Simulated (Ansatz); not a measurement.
Input for Ansatz (a first-principles code): R-RI-MP2/aug-cc-pV(T+d)Z on CH3NOS (a complex), monomers drawn apart or pushed together. Files ending in .json are basis or fitting sets from the Basis Set Exchange.

Ansatz 0.2 input:
```yaml
crystal:
  periodic: [false, false, false]
  atoms:
    - {symbol: N, position_ang: [0.08141715, -0.08459136, 0.02662002]}
    - {symbol: H, position_ang: [0.71660553, 0.69713029, -0.08731696]}
    - {symbol: H, position_ang: [0.50144824, -0.88624045, -0.42973354]}
    - {symbol: H, position_ang: [-0.76990162, 0.13822243, -0.47619660]}
    - {symbol: O, position_ang: [1.19050234, 1.00873069, 3.28104245]}
    - {symbol: C, position_ang: [0.41387312, 0.22684228, 3.62882545]}
    - {symbol: S, position_ang: [-0.62541458, -0.81964651, 4.14161885]}
basis:
  gaussian:
    orbitals: aug-cc-pV_T+d_Z.json
    fitting: {mean_field: def2-universal-JKFIT, correlation: aug-cc-pVTZ-RIFIT.json}
magnetization: {spin_polarized: false}
correlation: {method: mp2, electrons: outside_noble_gas}
scf: {lower_state_search: off}
```

The head of its log:

```
WARN ansatz: RAYON_NUM_THREADS=2 ignored (pool sized by the plan → 2); use --threads N
Functional definition: HF
these checks for a lower state are left out or cut short: stability, starts, cluster_reference, orbital_swaps, neighbouring_geometries, increment
integrals: 0.26 GiB planned
411 factors; integrals over basis functions are off by at most 1.3e0 eV
mean field: 0.46 GiB planned
mean field evaluation 1: about -15413.2347 eV, gradient 4.4e1 eV
mean field evaluation 2: about -15415.3274 eV, gradient 3.2e1 eV
mean field evaluation 4: about -15417.0027 eV, gradient 2.0e0 eV
mean field evaluation 8: about -15417.0127 eV, gradient 5.0e-4 eV
mean field -15417.01273011 eV, -566.5647678050 hartree, gradient 1.6e-6 eV, S^2 0.000000; 0 other end points of the search recorded, 0 dependent functions left out
8 core orbitals not correlated
603 factors; their error is unknown
reference -15417.01273011 eV, -566.5647678050 hartree; 12, 12 occupied and 242, 242 virtual orbitals, 603 factors
```

Problem. What total energy does the run end on?

Solution. -567.3613 hartree.
